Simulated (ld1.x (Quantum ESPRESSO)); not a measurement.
**gallium: excitation energies, all-electron against PAW**

gallium, PAW, made with ld1.x (Quantum ESPRESSO) 7.5 (revPBE, scalar-relativistic). Core [Ar], reference 3d10 4s1 4p2. Waves: 4s (bound): rcut 1.25, rcutus 1.75 bohr; 4s channel at -0.35 Ry: rcut 1.25, rcutus 1.75 bohr; 4p (bound): rcut 1.60, rcutus 1.85 bohr; 4p channel at 0.3 Ry: rcut 1.60, rcutus 1.85 bohr; 3d (bound): rcut 0.80, rcutus 0.95 bohr; 3d channel at 1 Ry: rcut 0.80, rcutus 0.95 bohr. Local part: all-electron potential smoothed inside 1.00 bohr (lloc = -2). Core correction: Bessel-smoothed model core, default radius (core density twice the valence density). Augmentation charge: PSQ, inside the norm-conserving radii.

Energies are relative to the spin-unpolarised reference configuration 3d10 4s1 4p2; without spin polarisation the order of configurations can differ from experiment.

```
valence configuration  charge  ΔE all-electron (eV)  error AE − PS (meV)
         3d10 4s2 4p1       0                -6.513                 +0.4
         3d10 4s2 4p0      +1                -0.891                 -0.3
          3d9 4s2 4p1      +1                21.129                 -186
         3d10 4s0 4p3       0                 6.789                 -1.0
         3d10 4s0 4p0      +3                51.150                  -12
          3d9 4s2 4p2       0                13.799                 -184
```

**Question.** What are ΔE and the potential's error for 3d10 4s1 4p0?

**Answer.** ΔE = 20.091 eV all-electron; the error (AE − PS) is -3.0 meV.

Levels in the configuration 3d9 4s2 4p2:

| level | all-electron (eV) | pseudo (eV) |
| --- | --- | --- |
| 3d | -28.012 | -28.400 |
| 4s | -11.290 | -11.298 |
| 4p | -3.846 | -3.845 |
